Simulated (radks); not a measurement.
Values are calculated unless marked as measured or tabulated.
Initial-state core-level shifts of the strontium ion Sr+ when its valence configuration changes from [Kr] 5s1. Level of theory: Dirac Kohn-Sham, PBE, spin-unpolarised, spherical densities, point nucleus; open shells fill j = l - 1/2 first (a radial shooting solver on a logarithmic mesh with Libxc functionals). Shifts are changes of the shell-averaged eigenvalues in eV (positive: less bound).

valence          1s      2s      3s      3p
4d1          +1.998  +2.177  +2.149  +2.151
5p1          -1.219  -1.222  -1.224  -1.223
4d0.5 5s0.5  +1.080  +1.175  +1.158  +1.159
5s0.5 5p0.5  -0.612  -0.614  -0.615  -0.614
